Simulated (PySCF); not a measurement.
CH6AlBN, AlBH4OSi, C2H8AlB, AlBCl2H2 and others (calculated)

Computed with PySCF 2.14.0. Calculation on a computer-drawn molecule: the log of a Hartree-Fock and frozen-core CCSD(T) single point meant for a local Hartree-Fock minimum, with one planted fault or none, to be diagnosed. Offsets are logged minus clean, where the clean run is the same molecule without the fault. The reference is restricted for singlets and unrestricted otherwise, and also for a bond in bohr or an excited solution. Adding or removing an electron swaps singlet and doublet. The excited solution moves the top pair (singlet) or top alpha electron (doublet) to the lowest empty orbital. Highest occupied and lowest empty are orbital energies over both spins, largest force is the largest gradient component, triples share is (T) over the correlation energy, the T1 limit is 0.02 restricted and 0.045 unrestricted, electrons count all cores, a negative frequency is imaginary (commonest isotopes), and the dipole is about the centre of nuclear charge.

Common to all runs: logged SCF converged yes; possible faults no fault, one electron removed, one electron added, multiplicity raised by two, geometry at a saddle point, SCF held on an excited solution, minimal basis STO-3G, one bond length entered in bohr, all coordinates scaled.

(1) 
```xyz
10
formula=CH6AlBN meant_charge=0 meant_multiplicity=2 meant_basis=cc-pV(D+d)Z logged_electrons=37 logged_basis_functions=95 logged_spin_squared=0.7637 logged_highest_occupied=-8.0402 logged_lowest_empty=1.2283 logged_largest_force=0.046259 logged_T1_diagnostic=0.022321 logged_D1_diagnostic=0.10243 logged_triples_share=0.029265 logged_CC_converged=yes logged_dipole_magnitude=0.3384 logged_SCF_stable_within_its_kind=yes logged_energy_HF=-362.31928 logged_energy_CCSD(T)=-362.83257 planted_fault=all_coordinates_scaled,by_+7.6_% HF_energy_offset_from_clean_run=26.96 CCSD(T)_energy_offset_from_clean_run=19.4
B     -1.3459    -0.5205    -0.1307
Al     0.5450    -1.7915    -0.5391
N      1.8661    -1.2195    -1.8177
C      1.8743    -0.0169    -2.7200
H     -1.3752     0.4285     0.7515
H     -2.4655    -0.7155    -0.7536
H      0.9002    -3.2701     0.2344
H      2.7277    -1.8497    -1.9828
H      1.0580     0.7962    -2.5400
H      2.8869     0.3257    -3.1848
```

Units: logged_highest_occupied, logged_lowest_empty in eV; logged_largest_force in hartree/bohr; logged_dipole_magnitude in debye; logged_energy_HF, logged_energy_CCSD(T) in hartree; HF_energy_offset_from_clean_run, CCSD(T)_energy_offset_from_clean_run in kcal/mol.

Drawn bonds:
```
atom  other atom  order
   1           2      1
   2           3      1
   3           4      1
   1           5      1
   1           6      1
   2           7      1
   3           8      1
   4           9      1
   4          10      1
```

(2) 
```xyz
10
formula=CH6AlBN meant_charge=0 meant_multiplicity=2 meant_basis=cc-pV(D+d)Z logged_electrons=37 logged_basis_functions=30 logged_spin_squared=0.7586 logged_highest_occupied=-5.2662 logged_lowest_empty=6.993 logged_largest_force=0.04059 logged_T1_diagnostic=0.018524 logged_D1_diagnostic=0.087456 logged_triples_share=0.015233 logged_CC_converged=yes logged_dipole_magnitude=0.8763 logged_SCF_stable_within_its_kind=yes logged_energy_HF=-357.96306 logged_energy_CCSD(T)=-358.16306 planted_fault=minimal_basis_STO-3G HF_energy_offset_from_clean_run=2761 CCSD(T)_energy_offset_from_clean_run=2950
B     -1.2508    -0.4838    -0.1215
Al     0.5065    -1.6649    -0.5010
N      1.7343    -1.1333    -1.6893
C      1.7420    -0.0157    -2.5279
H     -1.2781     0.3983     0.6984
H     -2.2914    -0.6650    -0.7004
H      0.8366    -3.0392     0.2178
H      2.5350    -1.7191    -1.8427
H      0.9832     0.7400    -2.3606
H      2.6830     0.3027    -2.9598
```

Units: logged_highest_occupied, logged_lowest_empty in eV; logged_largest_force in hartree/bohr; logged_dipole_magnitude in debye; logged_energy_HF, logged_energy_CCSD(T) in hartree; HF_energy_offset_from_clean_run, CCSD(T)_energy_offset_from_clean_run in kcal/mol.

Drawn bonds:
```
atom  other atom  order
   1           2      1
   2           3      1
   3           4      1
   1           5      1
   1           6      1
   2           7      1
   3           8      1
   4           9      1
   4          10      1
```

(3) 
```xyz
10
formula=CH6AlBN meant_charge=0 meant_multiplicity=2 meant_basis=cc-pV(D+d)Z logged_electrons=37 logged_basis_functions=95 logged_spin_squared=3.7732 logged_highest_occupied=-7.7214 logged_lowest_empty=-0.64674 logged_largest_force=0.03895 logged_T1_diagnostic=0.023593 logged_D1_diagnostic=0.10758 logged_triples_share=0.027474 logged_CC_converged=yes logged_dipole_magnitude=2.7494 logged_SCF_stable_within_its_kind=yes logged_energy_HF=-362.27305 logged_energy_CCSD(T)=-362.76427 planted_fault=multiplicity_raised_by_two HF_energy_offset_from_clean_run=55.97 CCSD(T)_energy_offset_from_clean_run=62.26
B     -1.2508    -0.4838    -0.1215
Al     0.5065    -1.6649    -0.5010
N      1.7343    -1.1333    -1.6893
C      1.7420    -0.0157    -2.5279
H     -1.2781     0.3983     0.6984
H     -2.2914    -0.6650    -0.7004
H      0.8366    -3.0392     0.2178
H      2.5350    -1.7191    -1.8427
H      0.9832     0.7400    -2.3606
H      2.6830     0.3027    -2.9598
```

Units: logged_highest_occupied, logged_lowest_empty in eV; logged_largest_force in hartree/bohr; logged_dipole_magnitude in debye; logged_energy_HF, logged_energy_CCSD(T) in hartree; HF_energy_offset_from_clean_run, CCSD(T)_energy_offset_from_clean_run in kcal/mol.

Drawn bonds:
```
atom  other atom  order
   1           2      1
   2           3      1
   3           4      1
   1           5      1
   1           6      1
   2           7      1
   3           8      1
   4           9      1
   4          10      1
```

(4) 
```xyz
8
formula=AlBH4OSi meant_charge=0 meant_multiplicity=1 meant_basis=cc-pV(D+d)Z logged_electrons=44 logged_basis_functions=94 logged_spin_squared=0 logged_highest_occupied=-8.5107 logged_lowest_empty=1.1734 logged_largest_force=3.637e-05 logged_lowest_frequency=78.331 logged_T1_diagnostic=0.016677 logged_D1_diagnostic=0.045204 logged_triples_share=0.024435 logged_CC_converged=yes logged_dipole_magnitude=1.2548 logged_SCF_stable_within_its_kind=yes logged_energy_HF=-632.74114 logged_energy_CCSD(T)=-633.20701 planted_fault=no_fault HF_energy_offset_from_clean_run=0 CCSD(T)_energy_offset_from_clean_run=0
B     -0.2905     0.3168    -3.7296
Al     0.4656     0.0330    -1.7415
O     -0.0263    -1.3385    -0.8627
Si    -0.4053    -2.6579     0.0291
H      0.2629    -0.1275    -4.7022
H     -1.2976     0.9363    -3.9565
H      1.4716     1.0107    -1.0111
H     -1.6539    -2.1181     0.7377
```

Units: logged_highest_occupied, logged_lowest_empty in eV; logged_largest_force in hartree/bohr; logged_lowest_frequency in cm⁻¹; logged_dipole_magnitude in debye; logged_energy_HF, logged_energy_CCSD(T) in hartree; HF_energy_offset_from_clean_run, CCSD(T)_energy_offset_from_clean_run in kcal/mol.

Drawn bonds:
```
atom  other atom  order
   1           2      1
   2           3      1
   3           4      1
   1           5      1
   1           6      1
   2           7      1
   4           8      1
```

(5) 
```xyz
12
formula=C2H8AlB meant_charge=0 meant_multiplicity=1 meant_basis=cc-pV(D+d)Z logged_electrons=37 logged_basis_functions=105 logged_spin_squared=0.769 logged_highest_occupied=-15.183 logged_lowest_empty=-7.1948 logged_largest_force=0.07296 logged_T1_diagnostic=0.018179 logged_D1_diagnostic=0.08866 logged_triples_share=0.028445 logged_CC_converged=yes logged_dipole_magnitude=3.9234 logged_SCF_stable_within_its_kind=yes logged_energy_HF=-346.65871 logged_energy_CCSD(T)=-347.15207 planted_fault=one_electron_removed HF_energy_offset_from_clean_run=193.8 CCSD(T)_energy_offset_from_clean_run=207.9
B     -0.6080     1.6109     2.7952
Al     0.1821     1.2752     0.8177
C      2.0777     0.7798     0.5561
C     -0.9710     1.4571    -0.7774
H     -1.0738     0.7308     3.4776
H     -0.6253     2.6967     3.3223
H      2.7252     1.0589     1.3939
H      2.1634    -0.3097     0.4390
H      2.4965     1.2221    -0.3552
H     -0.7158     0.7281    -1.5551
H     -2.0400     1.3589    -0.5615
H     -0.8284     2.4505    -1.2256
```

Units: logged_highest_occupied, logged_lowest_empty in eV; logged_largest_force in hartree/bohr; logged_dipole_magnitude in debye; logged_energy_HF, logged_energy_CCSD(T) in hartree; HF_energy_offset_from_clean_run, CCSD(T)_energy_offset_from_clean_run in kcal/mol.

Drawn bonds:
```
atom  other atom  order
   1           2      1
   2           3      1
   2           4      1
   1           5      1
   1           6      1
   3           7      1
   3           8      1
   3           9      1
   4          10      1
   4          11      1
   4          12      1
```

(6) 
```xyz
6
formula=AlBCl2H2 meant_charge=0 meant_multiplicity=1 meant_basis=cc-pV(D+d)Z logged_electrons=54 logged_basis_functions=93 logged_spin_squared=0 logged_highest_occupied=-11.142 logged_lowest_empty=-0.022397 logged_largest_force=6.943e-06 logged_lowest_frequency=-133.2 logged_T1_diagnostic=0.010068 logged_D1_diagnostic=0.031533 logged_triples_share=0.022923 logged_CC_converged=yes logged_dipole_magnitude=2.2806 logged_SCF_stable_within_its_kind=yes logged_energy_HF=-1186.89554 logged_energy_CCSD(T)=-1187.36218 planted_fault=geometry_at_a_saddle_point HF_energy_offset_from_clean_run=1.698 CCSD(T)_energy_offset_from_clean_run=1.523
B     -1.2429     0.0000     0.0000
Al     0.9031     0.0000     0.0000
Cl     2.0333    -1.7808     0.0000
Cl     2.0333     1.7808     0.0000
H     -1.8634     1.0259     0.0000
H     -1.8634    -1.0259     0.0000
```

Units: logged_highest_occupied, logged_lowest_empty in eV; logged_largest_force in hartree/bohr; logged_lowest_frequency in cm⁻¹; logged_dipole_magnitude in debye; logged_energy_HF, logged_energy_CCSD(T) in hartree; HF_energy_offset_from_clean_run, CCSD(T)_energy_offset_from_clean_run in kcal/mol.

Drawn bonds:
```
atom  other atom  order
   1           2      1
   2           3      1
   2           4      1
   1           5      1
   1           6      1
```

(7) 
```xyz
9
formula=AlBH5NO meant_charge=0 meant_multiplicity=1 meant_basis=cc-pV(D+d)Z logged_electrons=38 logged_basis_functions=90 logged_spin_squared=0.9242 logged_highest_occupied=-8.2556 logged_lowest_empty=1.5603 logged_largest_force=0.014956 logged_T1_diagnostic=0.023178 logged_D1_diagnostic=0.10034 logged_triples_share=0.022888 logged_CC_converged=yes logged_dipole_magnitude=1.8489 logged_SCF_stable_within_its_kind=yes logged_energy_HF=-398.79933 logged_energy_CCSD(T)=-399.32722 planted_fault=one_bond_length_entered_in_bohr,row_1_of_the_drawn_bonds HF_energy_offset_from_clean_run=59.71 CCSD(T)_energy_offset_from_clean_run=75.57
B     -1.1685    -0.9598    -0.0495
Al    -3.2121     2.5047     0.3984
N     -2.4346     4.0936     0.4339
O     -4.8968     2.3917     0.5574
H     -0.9354    -1.4436    -1.1277
H     -0.7530    -1.5954     0.8856
H     -1.4477     4.2501     0.3467
H     -2.8970     4.9770     0.5431
H     -5.5475     3.0627     0.6702
```

Units: logged_highest_occupied, logged_lowest_empty in eV; logged_largest_force in hartree/bohr; logged_dipole_magnitude in debye; logged_energy_HF, logged_energy_CCSD(T) in hartree; HF_energy_offset_from_clean_run, CCSD(T)_energy_offset_from_clean_run in kcal/mol.

Drawn bonds:
```
atom  other atom  order
   1           2      1
   2           3      1
   2           4      1
   1           5      1
   1           6      1
   3           7      1
   3           8      1
   4           9      1
```

(8) 
```xyz
6
formula=AlBFH2O meant_charge=-1 meant_multiplicity=1 meant_basis=aug-cc-pV(D+d)Z logged_electrons=38 logged_basis_functions=119 logged_spin_squared=0 logged_highest_occupied=-4.6794 logged_lowest_empty=3.2138 logged_largest_force=5.45e-05 logged_lowest_frequency=-172.85 logged_T1_diagnostic=0.022871 logged_D1_diagnostic=0.076549 logged_triples_share=0.031177 logged_CC_converged=yes logged_dipole_magnitude=4.9329 logged_SCF_stable_within_its_kind=yes logged_energy_HF=-442.17481 logged_energy_CCSD(T)=-442.79332 planted_fault=geometry_at_a_saddle_point HF_energy_offset_from_clean_run=2.616 CCSD(T)_energy_offset_from_clean_run=2.405
B     -1.1165     0.0236     0.0000
Al     1.0721    -0.1262     0.0000
O      1.9590    -1.4775     0.0000
F      1.6686     1.4606     0.0000
H     -1.7404     1.0672     0.0000
H     -1.8429    -0.9477     0.0000
```

Units: logged_highest_occupied, logged_lowest_empty in eV; logged_largest_force in hartree/bohr; logged_lowest_frequency in cm⁻¹; logged_dipole_magnitude in debye; logged_energy_HF, logged_energy_CCSD(T) in hartree; HF_energy_offset_from_clean_run, CCSD(T)_energy_offset_from_clean_run in kcal/mol.

Drawn bonds:
```
atom  other atom  order
   1           2      1
   2           3      1
   2           4      1
   1           5      1
   1           6      1
```

Notes: T1 above single-reference limit.

(9) 
```xyz
8
formula=AlBH4NSi meant_charge=0 meant_multiplicity=2 meant_basis=cc-pV(D+d)Z logged_electrons=43 logged_basis_functions=94 logged_spin_squared=0.7627 logged_highest_occupied=-6.1531 logged_lowest_empty=0.87368 logged_largest_force=5.055e-05 logged_lowest_frequency=-97.668 logged_T1_diagnostic=0.021149 logged_D1_diagnostic=0.07138 logged_triples_share=0.035609 logged_CC_converged=yes logged_dipole_magnitude=6.7947 logged_SCF_stable_within_its_kind=yes logged_energy_HF=-612.25598 logged_energy_CCSD(T)=-612.70797 planted_fault=geometry_at_a_saddle_point HF_energy_offset_from_clean_run=2.713 CCSD(T)_energy_offset_from_clean_run=-1.78
B     -2.7706    -0.1346     0.0000
Al    -0.7586    -0.0356     0.0000
N      0.9719     0.0490     0.0000
Si     2.5343     0.1232     0.0000
H     -3.4060     0.8851     0.0000
H     -3.3017    -1.2124     0.0000
H      3.4231    -1.0509     0.0000
H      3.3076     1.3763     0.0000
```

Units: logged_highest_occupied, logged_lowest_empty in eV; logged_largest_force in hartree/bohr; logged_lowest_frequency in cm⁻¹; logged_dipole_magnitude in debye; logged_energy_HF, logged_energy_CCSD(T) in hartree; HF_energy_offset_from_clean_run, CCSD(T)_energy_offset_from_clean_run in kcal/mol.

Drawn bonds:
```
atom  other atom  order
   1           2      1
   2           3      2
   3           4      1
   1           5      1
   1           6      1
   4           7      1
   4           8      1
```

(10) 
```xyz
7
formula=AlB2H4 meant_charge=0 meant_multiplicity=2 meant_basis=cc-pV(D+d)Z logged_electrons=27 logged_basis_functions=71 logged_spin_squared=0.7602 logged_highest_occupied=-4.2032 logged_lowest_empty=-2.1676 logged_largest_force=0.02121 logged_dipole_magnitude=2.2658 logged_SCF_stable_within_its_kind=no logged_energy_HF=-293.40841 planted_fault=SCF_held_on_an_excited_solution HF_energy_offset_from_clean_run=65.4
B     -3.1685    -1.4652    -0.4504
Al    -1.4792    -2.4285     0.3902
B      0.5921    -2.6727     0.0186
H     -3.5007    -0.3605    -0.1079
H     -3.8962    -2.0303    -1.2245
H      1.4116    -1.9373     0.5041
H      1.0140    -3.6072    -0.6114
```

Units: logged_highest_occupied, logged_lowest_empty in eV; logged_largest_force in hartree/bohr; logged_dipole_magnitude in debye; logged_energy_HF in hartree; HF_energy_offset_from_clean_run in kcal/mol.

Drawn bonds:
```
atom  other atom  order
   1           2      1
   2           3      1
   1           4      1
   1           5      1
   3           6      1
   3           7      1
```

Notes: coupled-cluster numbers left out as unreliable.
